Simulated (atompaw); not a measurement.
Which change was made? (Hf, PAW (atompaw))

```
Element                 : hafnium
Generator               : atompaw 4.2.0.5
Type                    : PAW
Functional              : PBEsol
Relativity              : scalar-relativistic
Frozen core             : [Xe] 4f14
Valence charge          : 4
Reference configuration : 5d1 6s0 6p0 (charge +3)
Partial waves           : 6s (bound, empty): rc 2.75 bohr; 6s channel at 1.15 Ry: rc 2.75 bohr; 6p (bound, empty): rc 3.00 bohr; 6p channel at -0.05 Ry: rc 3.00 bohr; 5d (bound): rc 3.00 bohr; 5d channel at -1.4 Ry: rc 3.00 bohr
Local potential         : bessel scheme, radius 2.80 bohr
Core correction         : smooth core density matched at 1.75 bohr
Augmentation charge     : sinc compensation charge, radius 2.60 bohr; PAW radius 3.00 bohr; waves and projectors: custom polynom2 7 10 vanderbiltortho
```

Cutoffs, loose and tight: the cutoffs (Ry, on a coarse ladder) from which the occupation-weighted sum of valence levels, in a spherical-Bessel basis at the reference potential, stays within 10 and 1 mRy of its value at 400 Ry. They see the waves, projectors and local potential, not the compensation charge or the core.

The base gives: outcome: generated; cutoff, loose: 12 Ry; cutoff, tight: 30 Ry; bound ghosts: none.

After one change the result is: outcome: generated; cutoff, loose: 15 Ry; cutoff, tight: 40 Ry; bound ghosts: none. Which change was it?
A. all radii scaled by about 0.77 (s 2.12, p 2.30, d 2.30 bohr); local potential bessel scheme, radius 2.16 bohr; augmentation sinc compensation charge, radius 2.00 bohr; PAW radius 2.30 bohr; waves and projectors: custom polynom2 7 10 vanderbiltortho; core correction smooth core density matched at 1.34 bohr
B. all radii scaled by about 0.90 (s 2.48, p 2.70, d 2.70 bohr); local potential bessel scheme, radius 2.52 bohr; augmentation sinc compensation charge, radius 2.34 bohr; PAW radius 2.70 bohr; waves and projectors: custom polynom2 7 10 vanderbiltortho; core correction smooth core density matched at 1.58 bohr
C. all radii scaled by about 1.15 (s 3.18, p 3.46, d 3.46 bohr); local potential bessel scheme, radius 3.24 bohr; augmentation sinc compensation charge, radius 3.00 bohr; PAW radius 3.46 bohr; waves and projectors: custom polynom2 7 10 vanderbiltortho; core correction smooth core density matched at 2.02 bohr

B. The others give: all radii scaled by about 1.15 (s 3.18, p 3.46, d 3.46 bohr); local potential bessel scheme, radius 3.24 bohr; augmentation sinc compensation charge, radius 3.00 bohr; PAW radius 3.46 bohr; waves and projectors: custom polynom2 7 10 vanderbiltortho; core correction smooth core density matched at 2.02 bohr → outcome: generated; cutoff, loose: 8 Ry; cutoff, tight: 18 Ry; bound ghosts: none | all radii scaled by about 0.77 (s 2.12, p 2.30, d 2.30 bohr); local potential bessel scheme, radius 2.16 bohr; augmentation sinc compensation charge, radius 2.00 bohr; PAW radius 2.30 bohr; waves and projectors: custom polynom2 7 10 vanderbiltortho; core correction smooth core density matched at 1.34 bohr → outcome: generated; cutoff, loose: 12 Ry; cutoff, tight: 25 Ry; bound ghosts: s, p.
